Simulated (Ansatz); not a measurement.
Consider the redistribution: `[OH][Sc]([Cl])[Cl]` + `F[Si](F)(Br)Br` → `[F][Sc]([Cl])[Cl]` + `O[Si](F)(Br)Br`.

Calculated with Ansatz (gas phase, PBE0-D4/def2-TZVP geometries, no zero-point term in ΔE). CCSD(T)/CBS is the MP2 limit (def2-TZVPP, def2-QZVPP) plus CCSD(T) − MP2 in def2-TZVPP, frozen cores. Functionals use def2-TZVPP. For Br, Sc outer-core shells are correlated without core-valence functions, which leaves a few kJ/mol of doubt a bond. Scalar relativity is left out up to krypton. Each species was taken in one conformer, which may not be the lowest.

```csv
level,ΔE (kcal/mol)
B97M-V,-3.4
SCS-MP2/def2-TZVPP,-1.9
```

(1) What does CCSD(T)/CBS give? (Best estimate.)

Largest T1 diagnostic among the species: 0.015.

Answers

(1) Computed: -1.5 kcal/mol. The listed levels differ from it by -1.9, -0.4 kcal/mol.

Leaving LDA and LC-ωPBE aside and taking each functional with its dispersion term where it has one, the values, not all of them listed here, spread over 2.4 kcal/mol, from revPBE-D4 to B2PLYP. From BLYP to BHLYP (50 % exact exchange), in def2-TZVPP and without D4, ΔE moves by +0.8 kcal/mol.
